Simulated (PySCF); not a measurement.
# Ionising SbS

PBE; basis Sb def2-SVPD with ECP28, S def2-SVPD; scalar-relativistic core potentials; PySCF 2.14. Neutral (UKS): doublet (π ↑), Re = 2.264 Å, ωe = 465 cm⁻¹, De = 3.82 eV, HOMO -4.55 eV, LUMO -4.55 eV.

SbS⁻ (UKS): triplet (π ↑↑), Re = 2.372 Å, ωe = 387 cm⁻¹, De = 3.39 eV to Sb + S⁻. The energies at the minima are -638.14996 hartree for SbS and -638.21561 for SbS⁻.

Q: Work out the adiabatic electron affinity, without and with harmonic zero-point energies (1 hartree = 27.2114 eV, 1 eV = 8065.5 cm⁻¹), and the change of the bond length.

A: At PBE: 0.06565 hartree = 1.786 eV between the minima; the zero-point term (465.0 − 387.0)/2 cm⁻¹ = +0.005 eV makes it 1.791 eV. Re changes by +10.8 pm against the neutral. The electron enters a π orbital, and the longer bond of the ion fits an antibonding orbital, or a change in how ionic the bond is.

Spin–orbit coupling is left out, which matters for elements this heavy, above all for dissociation energies. For an ion De counts to the pair picked by the measured ionisation energies or electron affinities, which need not be the lowest pair at this level. The highest Kohn–Sham level is positive in this anion. Much of that is self-interaction error, but it also means that the finite basis helps to hold the extra electron. States were picked by a PBE0 search and need not be the measured ground states.
